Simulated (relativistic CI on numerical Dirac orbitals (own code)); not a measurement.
Yb¹⁶⁺: q coefficients and field-shift factors

Computed by Dirac-Coulomb-Breit CI, separate exchange-only KLI orbitals for each configuration, derivatives by finite differences, unscaled Slater integrals, QED left out (own radial code, finite nucleus).

Configurations in the expansion (outside the closed core [Ar] 3d10 4p6 4d10): 4s²4f⁸, 4s4f⁹, 4f¹⁰. Levels of other configurations are missing.

With x = (α/α₀)² − 1 an excitation energy changes as ω = ω₀ + qx; K = 2q/ω₀ is the relative enhancement. Terms are leading LS components, so labels can repeat. The field-shift factor is F = δν/δ⟨r²⟩ for the transition from the lowest level.

Lowest level 4s²4f⁸ ⁷F6.

```tsv
Level	ω₀ (cm⁻¹)	q (cm⁻¹)	F (GHz/fm²)
4s²4f⁸ ⁷F5	5037.4	5521	0.24
4s²4f⁸ ⁷F4	7687.2	6328	0.29
4s²4f⁸ ⁷F3	10038.9	8758	0.396
4s²4f⁸ ⁷F2	11626.3	9939	0.451
4s²4f⁸ ⁷F1	12731.5	11080	0.5
4s²4f⁸ ⁷F0	13259.5	11530	0.521
4s²4f⁸ ⁵D4	34797.0	-1662	0.234
4s²4f⁸ ⁵L10	44578.0	-29.18	0.412
4s²4f⁸ ⁵G6	45139.7	-5740	0.184
4s²4f⁸ ⁵L9	48355.2	4185	0.592
4s²4f⁸ ⁵D3	48540.1	11290	0.818
4s²4f⁸ ⁵G5	49013.4	1316	0.471
4s²4f⁸ ⁵G4	49750.7	33.17	0.43
4s²4f⁸ ⁵L8	50092.4	4525	0.613
4s²4f⁸ ⁵L7	50289.5	1514	0.501
4s²4f⁸ ⁵L6	50919.6	3425	0.569
4s²4f⁸ ⁵D2	51042.4	4302	0.585
4s²4f⁸ ⁵G3	51813.9	4396	0.604
4s²4f⁸ ⁵G2	53278.2	5688	0.662
4s²4f⁸ ⁵H7	55148.8	3562	0.619
4s²4f⁸ ⁵D1	57914.0	15910	1.06
4s²4f⁸ ⁵D0	58291.6	11150	0.892
4s²4f⁸ ⁵H6	58819.7	4669	0.686
```

At this charge energies of transitions that change n are usually good to better than 1 %, and those within a shell (Δn = 0) to a few per cent. Terms inside the open d or f shell come out 10 to 20 % too wide with unscaled integrals.

**Question.** Which transition from the lowest level has the largest |K|?

**Answer.** 4s²4f⁸ ⁷F5 at 5037.4 cm⁻¹, K = 2.19.
